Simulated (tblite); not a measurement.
Problem. What does the GFN2-xTB structure of `[C+]1(OC=O)[CH]S[C@H](F)C1=O` [radical] look like in three dimensions? (Charge +1 and doublet state.)

Solution. 
Z-matrix in Å and degrees, rows numbered from 1:
```
O 
C   1  1.1812
O   2  1.3788  1  124.24
C   3  1.3231  2  122.87  1    -5.35
C   4  1.3715  3  129.85  2    -1.86
S   5  1.7015  4  116.11  3   177.21
C   6  1.8406  5   92.09  4    -9.79
F   7  1.3342  6  110.71  5   139.84
C   4  1.5024  3  116.02  2   176.55
O   9  1.1813  4  128.43  3    13.87
H   2  1.0967  1  128.25  3  -179.99
H   5  1.0833  4  124.20  3    -7.22
H   7  1.1027  6  109.15  5  -100.81
```

C9 (carbon bonded to 2 C and O) is planar (angles 128.4°, 124.6° and 107.0°, sum 360.0°, 0.01 Å off the plane of its three neighbours). S6 (sulfur bonded to 2 C) is bent (angle 92.1°). C2 (carbon bonded to 2 O and H) is planar (angles 128.2°, 124.2° and 107.5°, sum 360.0°, 0.00 Å off the plane of its three neighbours). C5 (carbon bonded to C, S and H) is planar (angles 124.2°, 119.5° and 116.1°, sum 359.9°, 0.03 Å off the plane of its three neighbours).

Computed geometry: GFN2-xTB, gas phase. This method treats the open shell by occupation alone, without spin polarisation.

Point group: C1 (no symmetry element, even within 0.4 Å). Its GFN2-xTB frequencies are all real (lowest 48 cm⁻¹). Torsions: O1–C2–O3–C4 -5°, C2–O3–C4–C5 -2°, O3–C4–C5–S6 177°, C4–C5–S6–C7 -10°, C5–S6–C7–F8 140°, S6–C7–C9–O10 162°. 3 starts were optimised and ended at 0.00, 1.53 and 3.11 kcal/mol (GFN2-xTB); the lowest of these is shown.

One conformer stands for the species.
